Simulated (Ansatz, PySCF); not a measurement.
This Ansatz (an electronic-structure program) input computes a CAM-B3LYP/def2-TZVPD energy:

Ansatz 0.2 input:
```yaml
crystal:
  periodic: [false, false, false]
  atoms:
    - {symbol: Ge, position_ang: [-0.00000000, -0.00000000, -1.13240811]}
    - {symbol: Ge, position_ang: [0.00000000, 0.00000000, 1.05062557]}
    - {symbol: H, position_ang: [0.00000000, 0.00000000, 2.61704156]}
basis:
  gaussian:
    orbitals: def2-TZVPD
hamiltonian:
  xc: {name: CAM-B3LYP}
total_charge: -1
output: {forces: true}
```

Write an input for the same energy in PySCF and say what it gives.


```python
from pyscf import gto, scf, dft

mol = gto.M(
    atom='''
    Ge   -0.00000000   -0.00000000   -1.13240811
    Ge    0.00000000    0.00000000    1.05062557
    H     0.00000000    0.00000000    2.61704156
    ''',
    basis='def2-tzvpd',
    charge=-1,
    spin=0,
    verbose=4,
)

mf = dft.RKS(mol, xc='camb3lyp').density_fit(auxbasis='def2-universal-jkfit')
mf.grids.level = 3
mf.conv_tol = 1e-9
mf.max_cycle = 100
mf.max_memory = 1500
mf.kernel()
if not mf.converged:
    mf = mf.newton()
    mf.kernel(mf.make_rdm1())
mf.analyze()
```
It gives -4154.83596 Eh, and Ansatz -4154.83588 Eh, a difference of 0.08 mEh, from the treatment of integrals and grids.

It need not be the lowest isomer of its formula. Whether it binds its extra electron was not tested at this geometry.
